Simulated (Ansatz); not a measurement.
Basis-set series for CH₃F₃OSW (`C[O][W]([F])([F])([F])=[S]`). Charge 0, multiplicity 1. W: def2 effective core potential. The geometry is a stationary point of PBE0-D4/def2-TZVP. It is one conformer, not always the lowest.

| functional | basis | functions | energy (Eh) | HOMO (eV) | LUMO (eV) |
| --- | --- | --- | --- | --- | --- |
| PBE0-D4 | def2-SVP | 135 | -879.17727 | -8.40 | -3.09 |
| PBE0-D4 | def2-TZVPP | 295 | -879.84362 | -8.35 | -2.96 |
| ωB97M-V | def2-SVP | 135 | -879.48824 | -10.49 | -0.86 |
| ωB97M-V | def2-TZVPP | 295 | -880.16639 | -10.46 | -0.74 |

(1) Give the rows for def2-QZVPP. (Best estimate.)

## Answers

(1) Computed: 
| functional | basis | functions | energy (Eh) | HOMO (eV) | LUMO (eV) |
| --- | --- | --- | --- | --- | --- |
| PBE0-D4 | def2-QZVPP | 526 | -879.87856 | -8.36 | -2.97 |
| ωB97M-V | def2-QZVPP | 526 | -880.19946 | -10.48 | -0.78 |
